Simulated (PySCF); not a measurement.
Compound: C5H6NO2 (doublet state).
Z-matrix (Å and degrees, GFN2-xTB geometry), rows numbered from 1:
```
C 
C   1  1.3231
O   2  1.3576  1  121.77
C   3  1.3633  2  118.32  1  -179.96
C   4  1.3312  3  121.45  2  -179.96
N   5  1.4051  4  122.50  3     0.03
C   6  1.3251  5  125.67  4  -179.86
O   7  1.2033  6  132.77  5    -0.08
H   1  1.0723  2  120.69  3  -179.96
H   1  1.0747  2  121.38  3     0.01
H   2  1.0856  1  122.45  3   179.99
H   4  1.0829  3  117.11  2     0.06
H   5  1.0760  4  122.17  3   179.99
H   6  1.0116  5  114.90  4    -0.02
```

The hyperfine couplings belong to this conformer and change with its torsions.

The species is `C=CO/C=C\N[C]=O` [radical].

The calculation used UKS B3LYP, pcH-1 on C H N O, non-relativistic, mean-field spin-orbit, GIAO in PySCF 2.14.0. Geometry: GFN2-xTB, one conformer, isolated molecule. Couplings are sensitive to structure, and on GFN2-xTB geometries they can be far from those on DFT ones. No stability test was run, so a lower SCF solution isn't excluded.

Question: Break the g tensor into its mass correction, gauge correction and orbital-Zeeman/spin–orbit terms.

Answer: 
| Δg (ppm) | 1 | 2 | 3 |
| --- | --- | --- | --- |
| relativistic mass correction | -238 | -238 | -238 |
| gauge correction | 47 | 18 | -117 |
| orbital Zeeman/spin–orbit | -3398 | -213 | 2425 |
| total | -3588 | -432 | 2070 |

So g = 1.99873, 2.00189, 2.00439 and g_iso = 2.00167; the tensor is rhombic: the two nearest values differ by 44 % of g3 − g1. Axes: g3 is normal to the molecular plane.

Question: How much does each term add to the isotropic shift?

Answer: The orbital-Zeeman/spin–orbit term -395, the mass correction -238 and the gauge correction -17 ppm, for a total of -650 ppm. The orbital-Zeeman/spin–orbit term is the largest in size. The mass correction is the same along every axis, so the anisotropy comes from the other two: their spans along these axes are 164 (gauge) and 5822 ppm (orbital Zeeman/spin–orbit).

Question: What are the electron Larmor frequencies g μB B/h along the three axes at 350 mT?

Answer: 9.7912, 9.8066, 9.8189 GHz for g1, g2 and g3, a range of 27.7 MHz.

Question: What effective moment and Curie constant follow for a powder?

Answer: With the mean of g² = 4.0067 and S(S+1) = 0.75: μ_eff = √(⟨g²⟩S(S+1)) = 1.733 μB and χT = 0.12505·⟨g²⟩·S(S+1) = 0.376 cm³ K/mol (cgs; spin-Hamiltonian part alone).

Question: In a frozen sample, at which fields do the three g values resonate at 9.5, 34, 94 and 263 GHz (hyperfine left aside), and which band first spreads them over more than twice a line width of 0.5 mT?

Answer: 
| band | GHz | B(g3) mT | B(g2) mT | B(g1) mT | spread mT |
| --- | --- | --- | --- | --- | --- |
| X | 9.5 | 338.63 | 339.06 | 339.59 | 0.96 |
| Q | 34.0 | 1211.95 | 1213.47 | 1215.38 | 3.43 |
| W | 94.0 | 3350.69 | 3354.88 | 3360.18 | 9.49 |
| J | 263.0 | 9374.80 | 9386.52 | 9401.34 | 26.54 |

The spread grows in proportion to the frequency. Q band is the first where it exceeds 1.0 mT.

Largest spin populations (Mulliken): C7 (+0.68), O8 (+0.28) and C5 (+0.06).

The HOMO–LUMO gaps are 5.18 eV among the α and 4.37 eV among the β orbitals.
